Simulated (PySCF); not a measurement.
C4H10S, charge -1, doublet, at the geometry of the source list (a state made from the parent by changing its charge; the spin is typed, not shown lowest) (in this run its highest filled SCF level lies above zero, so its values depend strongly on the basis, on diffuse functions most of all). Base run: HF/6-31G in PySCF.

PySCF was given this input:
```python
from pyscf import gto, scf, solvent

mol = gto.M(
    atom='''
C     0.046000    1.272500   -0.673600
C     0.073900    0.016000    0.186600
C     0.466900   -1.207500   -0.632200
C    -1.266300   -0.200700    0.877000
S     1.320100    0.249800    1.544000
H    -0.711200    1.172600   -1.449600
H    -0.191000    2.143800   -0.066700
H     1.009500    1.437800   -1.152800
H     0.530400   -2.087000    0.004400
H    -0.278900   -1.390500   -1.404200
H     1.431700   -1.059700   -1.114400
H    -1.221300   -1.068900    1.531000
H    -1.529800    0.667400    1.478200
H    -2.045600   -0.362400    0.135000
H     2.365600    0.416800    0.737300
''',
    basis='6-31g',
    charge=-1,
    spin=1,
    verbose=4,
)

mf = scf.UHF(mol)
mf.kernel()
```

Variants of this job, named by their change:

| change | ΔE vs base (kJ/mol) |
|---|---|
| base | 0.00 |
| model = IEF-PCM; solvent = acetonitrile | -253.0 |
| model = COSMO; solvent = toluene | -121.1 |
| model = ddCOSMO; solvent = toluene | -141.7 |
| model = IEF-PCM; solvent = toluene; vdw_scale = 1.4 | -129.5 |
| model = SS(V)PE; solvent = toluene | -138.3 |
| model = C-PCM; solvent = toluene | -147.4 |
| model = IEF-PCM; solvent = toluene; vdw_scale = 1.1 | -147.3 |
| model = IEF-PCM; solvent = n-hexane | -114.5 |
| model = IEF-PCM; solvent = toluene; vdw_scale = 1.0 | -146.9 |
| model = IEF-PCM; solvent = toluene | -143.0 |

The base is the gas phase, so ΔE is the electrostatic part of solvation at a fixed geometry, without cavity and dispersion terms.

Open shells are given as the SCF converged; they aren't shown to be the lowest states, and a large step between rows can be another state.

The gas-phase anion may not be bound at this level, which the solvent then changes.
